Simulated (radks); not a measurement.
Fe2+, configuration [Ar] 3d5 4f1 (not the ground configuration). Calculated with a radial shooting solver on a logarithmic mesh with Libxc functionals: Dirac Kohn-Sham, SOGGA, spin-unpolarised, spherical densities, point nucleus; open shells are shared between the two j in proportion to 2j + 1.

Spin-orbit splittings of the eigenvalues, e(l+1/2) - e(l-1/2), with zeta = 2 splitting/(2l+1) and mean radii in bohr:

shell  occ.  splitting (eV)   zeta (eV)  <r> j=l-1/2  <r> j=l+1/2
2p        6           12.46       8.307       0.2336       0.2366
3p        6           1.581       1.054       0.8396       0.8483
3d        5          0.1780     0.07122       0.9873       0.9908
4p        0          0.1643      0.1095        2.695        2.717
4d        0         0.01334    0.005334        4.047        4.053
4f        1       0.0001085  0.00003100        5.879        5.879
